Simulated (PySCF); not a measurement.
BiH2Br, SMILES [Br][BiH2]. The structure is a stationary point at B3LYP-D3(BJ)/def2-TZVP. The def2 effective core potentials stand for the cores of Bi; spin–orbit coupling is left out.

Computed equilibrium geometry at B3LYP-D3(BJ)/def2-TZVP (PySCF confirms it by a frequency run) as a Z-matrix, and its point group:
point group Cs.
```
Bi
H 1 1.8012
H 1 1.8012 2 89.66
Br 1 2.6360 2 94.13 3 94.12
```
